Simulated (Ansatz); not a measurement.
One change: `F[SiH](F)[CH2][GeH3]` becomes `F[SiH2]F`.

Ansatz, PBE0-D4/def2-TZVP geometries, multiplicity 1. Each molecule was computed in one conformer, which needn't be the lowest.

Scalar relativity is left out up to krypton.

```tsv
property	`F[SiH](F)[CH2][GeH3]`
HOMO–LUMO gap (ωB97M-V/def2-TZVPP) / eV	13.36
HOMO energy (B3LYP/def2-TZVPP) / eV	-8.85
size of the dipole moment (ωB97M-V/def2-TZVPP) / D	2.01
size of the dipole moment (B3LYP/def2-TZVPP) / D	2.02
LUMO energy (ωB97M-V/def2-TZVPP) / eV	2.10
LUMO energy (B3LYP/def2-TZVPP) / eV	0.17
```

(1) What does the change do to each property? (Estimate.)

## Answers

(1) The calculation gave: 
```tsv
property	`F[SiH2]F`	shift
HOMO–LUMO gap (ωB97M-V/def2-TZVPP) / eV	14.19	0.83
HOMO energy (B3LYP/def2-TZVPP) / eV	-9.69	-0.84
size of the dipole moment (ωB97M-V/def2-TZVPP) / D	1.43	-0.58
size of the dipole moment (B3LYP/def2-TZVPP) / D	1.47	-0.55
LUMO energy (ωB97M-V/def2-TZVPP) / eV	2.03	-0.07
LUMO energy (B3LYP/def2-TZVPP) / eV	0.04	-0.13
```

With PBE0 the HOMO falls by 0.82 eV and the LUMO falls by 0.12 eV, so the gap widens by about 0.70 eV. PBE moves the HOMO by -0.64 eV and ωB97M-V by -0.90 eV. Dipoles are sizes alone; their direction can turn.

B3LYP here is the variant with VWN-RPA as its local correlation; programs differ in this.
